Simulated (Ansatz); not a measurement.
Start from `CO[Si](Cl)(Cl)[SeH]` and change one atom or group to get `CO[Si](O)(Cl)Cl`.

Ansatz, PBE0-D4/def2-TZVP geometries, multiplicity 1. Each molecule was computed in one conformer, which needn't be the lowest.

Scalar relativity is left out up to krypton. Spin–orbit coupling is left out; it splits and shifts lone-pair levels of the heavy atoms by tenths of an eV.

```
                                        property  `CO[Si](Cl)(Cl)[SeH]`
size of the dipole moment (B3LYP/def2-TZVPP) / D                   1.78
         HOMO–LUMO gap (ωB97M-V/def2-TZVPP) / eV                  11.09
             HOMO–LUMO gap (PBE/def2-TZVPP) / eV                   4.87
           LUMO energy (ωB97M-V/def2-TZVPP) / eV                   1.44
             HOMO energy (B3LYP/def2-TZVPP) / eV                  -7.23
              LUMO energy (PBE0/def2-TZVPP) / eV                  -0.54
```

Give the same properties after the change, and the shifts. (Estimate.)

Computed: 
| property | `CO[Si](O)(Cl)Cl` | shift |
| --- | --- | --- |
| size of the dipole moment (B3LYP/def2-TZVPP) / D | 2.12 | 0.34 |
| HOMO–LUMO gap (ωB97M-V/def2-TZVPP) / eV | 13.26 | 2.17 |
| HOMO–LUMO gap (PBE/def2-TZVPP) / eV | 6.75 | 1.88 |
| LUMO energy (ωB97M-V/def2-TZVPP) / eV | 2.08 | 0.64 |
| HOMO energy (B3LYP/def2-TZVPP) / eV | -8.57 | -1.34 |
| LUMO energy (PBE0/def2-TZVPP) / eV | 0.46 | 1.00 |

With PBE0 the HOMO falls by 1.35 eV and the LUMO rises by 1.00 eV, so the gap widens by about 2.35 eV. PBE moves the HOMO by -0.97 eV and ωB97M-V by -1.53 eV. Dipoles are sizes alone; their direction can turn.

B3LYP here is the variant with VWN-RPA as its local correlation; programs differ in this.
